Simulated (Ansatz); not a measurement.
Geometry optimisation of `[NH2][GeH][Cl]` radical.

```yaml
crystal:
  periodic: [false, false, false]
  atoms:
    - {symbol: N, position_ang: [-0.437255, 0.326404, -0.792643]}
    - {symbol: Ge, position_ang: [0.056102, -0.154197, 0.939919]}
    - {symbol: Cl, position_ang: [1.250414, -1.980911, 0.621120]}
    - {symbol: H, position_ang: [-1.006406, 1.179556, -0.864330]}
    - {symbol: H, position_ang: [-0.880669, -0.419022, -1.343229]}
    - {symbol: H, position_ang: [1.059914, 0.984170, 1.392963]}
basis:
  gaussian: {orbitals: def2-TZVP}
magnetization: {spin_polarized: true, initial_magnetization: 1}
hamiltonian: {xc: pbe0, dispersion: d4}
relax: {f_tol: 0.005, max_steps: 150}
```

```sh
$ ansatz run in.yaml --threads 2 --pin off --events-out ev --progress --plain
```

It prints (some lines left out):

```
Functional definition: PBE0
mean field -70568.37806894 eV, -2593.3400610690 hartree, gradient 4.9e-5 eV, S^2 0.754780; 0 other end points of the search recorded, 0 dependent functions left out
relax step   1: F+E_penalty+E_count = -70568.47676307 eV  Δ(F+E_penalty+E_count) = +0.000e0 eV  max|allowed force component| = 5.862e-1 eV/Å  Δτ_max = 0.0000 Å  (32 SCF iters, accepted)
mean field -70568.40920452 eV, -2593.3412052805 hartree, gradient 1.1e-5 eV, S^2 0.754186; 0 other end points of the search recorded, 0 dependent functions left out
relax step   2: F+E_penalty+E_count = -70568.50820535 eV  Δ(F+E_penalty+E_count) = -3.144e-2 eV  max|allowed force component| = 2.358e-1 eV/Å  Δτ_max = 0.0345 Å  (35 SCF iters, accepted)
mean field -70568.41205496 eV, -2593.3413100321 hartree, gradient 1.0e-5 eV, S^2 0.754040; 0 other end points of the search recorded, 0 dependent functions left out
relax step   3: F+E_penalty+E_count = -70568.51130831 eV  Δ(F+E_penalty+E_count) = -3.103e-3 eV  max|allowed force component| = 4.612e-2 eV/Å  Δτ_max = 0.0138 Å  (37 SCF iters, accepted)
mean field -70568.41244660 eV, -2593.3413244247 hartree, gradient 1.1e-5 eV, S^2 0.754019; 0 other end points of the search recorded, 0 dependent functions left out
relax step   4: F+E_penalty+E_count = -70568.51165790 eV  Δ(F+E_penalty+E_count) = -3.496e-4 eV  max|allowed force component| = 1.981e-2 eV/Å  Δτ_max = 0.0060 Å  (36 SCF iters, accepted)
mean field -70568.41251591 eV, -2593.3413269717 hartree, gradient 1.1e-5 eV, S^2 0.754017; 0 other end points of the search recorded, 0 dependent functions left out
relax step   5: F+E_penalty+E_count = -70568.51175409 eV  Δ(F+E_penalty+E_count) = -9.619e-5 eV  max|allowed force component| = 3.643e-2 eV/Å  Δτ_max = 0.0159 Å  (35 SCF iters, accepted)
mean field -70568.41263892 eV, -2593.3413314924 hartree, gradient 1.1e-5 eV, S^2 0.754022; 0 other end points of the search recorded, 0 dependent functions left out
relax step   6: F+E_penalty+E_count = -70568.51184314 eV  Δ(F+E_penalty+E_count) = -8.905e-5 eV  max|allowed force component| = 9.361e-3 eV/Å  Δτ_max = 0.0033 Å  (36 SCF iters, accepted)
mean field -70568.41262687 eV, -2593.3413310495 hartree, gradient 1.3e-5 eV, S^2 0.754031; 0 other end points of the search recorded, 0 dependent functions left out
relax step   7: F+E_penalty+E_count = -70568.51185325 eV  Δ(F+E_penalty+E_count) = -1.011e-5 eV  max|allowed force component| = 3.035e-3 eV/Å  Δτ_max = 0.0039 Å  (28 SCF iters, accepted)
mean field -70568.41262687 eV, -2593.3413310495 hartree, gradient 1.9e-5 eV, S^2 0.754031; 1 other end points of the search recorded, 0 dependent functions left out
Total energy: -70568.51187904 eV, -2593.3449784994 hartree
Atom 0 at    -0.446273     0.317863    -0.788305 Å, force     0.000295     0.002781     0.000893 eV/Å
Atom 1 at     0.075353    -0.151031     0.908097 Å, force    -0.000093     0.003035    -0.000462 eV/Å
Atom 2 at     1.242972    -1.956892     0.623266 Å, force     0.001131    -0.001742    -0.000065 eV/Å
Atom 3 at    -0.984457     1.171248    -0.861410 Å, force     0.000291    -0.000147     0.000134 eV/Å
Atom 4 at    -0.888735    -0.414288    -1.327178 Å, force    -0.000390    -0.002242    -0.000050 eV/Å
Atom 5 at     1.043239     0.969101     1.399331 Å, force    -0.001233    -0.001685    -0.000450 eV/Å
Dipole moment:    -0.463917     0.370614    -0.087720 e Å
```

Run time 46 s (2 threads of a server CPU on a shared host); peak host memory 0.39 GiB.
